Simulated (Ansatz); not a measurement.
Born–Oppenheimer molecular dynamics of CH5ClZn (8 atoms, charge 0, multiplicity 1). It starts at the highest image of a converged band. Of that band: Neighbouring images differ by up to 1.6 eV, so the band resolves the path poorly. A vibrational analysis at the climbing image gives 2 clearly imaginary modes (1504i, 145i cm⁻¹): a point of higher order, so a lower path passes nearby.

All numbers below come from RKS PBE-D4/def2-SVP (Ansatz 0.2.0).

```
ensemble                      : NVE (velocity Verlet)
time step                     : 0.5 fs
steps asked                   : 200
starting velocities drawn for : 300 K
seed                          : 10140
```

First frame:

```xyz
8
Properties=species:S:1:pos:R:3
Zn -0.434 0.387 0.109
C -0.010 0.011 2.199
H -0.767 -0.490 2.836
H 0.773 -0.745 1.969
H 0.475 0.819 2.785
Cl 0.320 -0.249 -1.763
H -1.696 1.461 0.730
H -1.057 0.911 1.490
```

Question: How far do the bonds stretch over the last three quarters of this one trajectory? (Pairs bonded in most of those frames.)

Answer: 
```json
{"bond": "Zn1–Cl6", "mean (Å)": "2.161", "spread (Å)": "0.057", "shortest": "2.05", "longest": "2.24"}
{"bond": "Zn1–H7", "mean (Å)": "1.569", "spread (Å)": "0.066", "shortest": "1.46", "longest": "1.70"}
{"bond": "C2–H3", "mean (Å)": "1.117", "spread (Å)": "0.042", "shortest": "1.05", "longest": "1.18"}
{"bond": "C2–H4", "mean (Å)": "1.124", "spread (Å)": "0.052", "shortest": "1.03", "longest": "1.23"}
{"bond": "C2–H5", "mean (Å)": "1.119", "spread (Å)": "0.049", "shortest": "1.04", "longest": "1.20"}
{"bond": "C2–H8", "mean (Å)": "1.128", "spread (Å)": "0.072", "shortest": "0.99", "longest": "1.26"}
```

Mean temperature of the second half: 2255 K. The conserved energy stayed within 0.55 meV per atom of its start (net change 0.11 meV per atom), so the integration is sound. The kinetic energy rose, since the run started high on the potential surface and went downhill. It ends in pieces (CH4 + ClHZn), so much of that is their flight and rotation, not heat. A run of 0.1 ps of so small a system gives no equilibrium averages. The orbitals stay closed-shell, which can raise the energy where a bond breaks towards radicals; this wasn't checked here.

Time of the run: 4.3 min on 2 threads of Arm Neoverse V1 (shared host), peak memory 0.12 GiB.
